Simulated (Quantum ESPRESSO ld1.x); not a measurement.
Results of a calculation; reference values are marked as such.
Task: The aim is neutral neodymium in [Xe] 4f4 6s2. This ld1.x (Quantum ESPRESSO 7.5) run was made with `OMP_NUM_THREADS=1 ld1.x < ld1.in > ld1.out`. Can the result be used? Name any fault.

```
 &input
    zed=60.0,
    iswitch=1,
    rel=0,
    lsd=2,
    dft='PBE',
    config='[Xe] 4f4 6s2',
    prefix='ld1',
    max_out_wfc=37,
    file_charge='ld1.rho',
 /
```

Output (excerpt):

```
     Program LD1 v.7.5 starts

 %%%%%%%%%%%%%%%%%%%%%%%%%%%%%%%%%%%%%%%%%%%%%%%%%%%%%%%%%%%%%%%%%%%%%%%%%%%%%%
     Error in routine ld1_readin (1):
     lsd not correct
 %%%%%%%%%%%%%%%%%%%%%%%%%%%%%%%%%%%%%%%%%%%%%%%%%%%%%%%%%%%%%%%%%%%%%%%%%%%%%%

     stopping ...
```

Result: No (refused). The line at issue: lsd=2. The program stops in ld1_readin with "lsd not correct": lsd takes 0 or 1. The sound input gives -9286.394 hartree.
